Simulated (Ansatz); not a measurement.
Program: Ansatz. Geometries: PBE0-D4/def2-TZVP. ΔE: electronic, gas phase. CCSD(T)/CBS adds triple-zeta CCSD(T) − MP2 to the extrapolated MP2 energy (def2 sets, frozen cores). This one scheme is used for every species. Functionals use def2-TZVPP. HSE06 is defined as in plane-wave codes. Each species was taken in one conformer, which may not be the lowest.

Consider the cleavage of the Si–Si bond: `O[SiH2][SiH2]O[SiH3]` + H₂S → `O[SiH2]S` + `[SiH3]O[SiH3]`.

| level | ΔE (eV) |
| --- | --- |
| B97M-V | -0.83 |
| HSE06-D4 | -0.79 |
| B2PLYP | -0.92 |
| MP2/CBS(def2) | -0.99 |

(1) What does CCSD(T)/CBS give? (Estimate.)

Largest T1 diagnostic among the species: 0.012.

Results:

(1) The calculation gave: -0.88 eV. The listed levels differ from it by 0.05, 0.09, -0.04, -0.11 eV.

From BLYP to BHLYP (50 % exact exchange), in def2-TZVPP and without D4, ΔE moves by −0.09 eV. Leaving LDA and LC-ωPBE aside and taking each functional with its dispersion term where it has one, the values, not all of them listed here, spread over 0.19 eV, from B2PLYP to PBE-D4. LDA lies +0.03 eV from PBE without D4.
